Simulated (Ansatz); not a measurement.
One change: `[F][Zn][Br]` becomes `[ZnH][Br]`.

Ansatz, PBE0-D4/def2-TZVP geometries, multiplicity 1. 

Scalar relativity is left out up to krypton. Spin–orbit coupling is left out; it splits and shifts lone-pair levels of the heavy atoms by tenths of an eV.

| property | `[F][Zn][Br]` |
| --- | --- |
| HOMO–LUMO gap (PBE/def2-TZVPP) / eV | 4.80 |
| LUMO energy (ωB97M-V/def2-TZVPP) / eV | -0.07 |
| LUMO energy (PBE0/def2-TZVPP) / eV | -1.85 |
| LUMO energy (B3LYP/def2-TZVPP) / eV | -2.22 |
| size of the dipole moment (B3LYP/def2-TZVPP) / D | 1.01 |
| HOMO energy (PBE/def2-TZVPP) / eV | -7.59 |

Problem. Give the same properties after the change, and the shifts. (Best estimate.)

Solution. Computed: 
| property | `[ZnH][Br]` | shift |
| --- | --- | --- |
| HOMO–LUMO gap (PBE/def2-TZVPP) / eV | 5.69 | 0.89 |
| LUMO energy (ωB97M-V/def2-TZVPP) / eV | 0.71 | 0.78 |
| LUMO energy (PBE0/def2-TZVPP) / eV | -0.68 | 1.17 |
| LUMO energy (B3LYP/def2-TZVPP) / eV | -0.95 | 1.27 |
| size of the dipole moment (B3LYP/def2-TZVPP) / D | 1.55 | 0.54 |
| HOMO energy (PBE/def2-TZVPP) / eV | -7.12 | 0.47 |

With PBE0 the HOMO rises by 0.52 eV and the LUMO rises by 1.17 eV, so the gap widens by about 0.65 eV. PBE moves the HOMO by 0.47 eV and ωB97M-V by 0.52 eV. Dipoles are sizes alone; their direction can turn.

B3LYP here is the variant with VWN-RPA as its local correlation; programs differ in this.
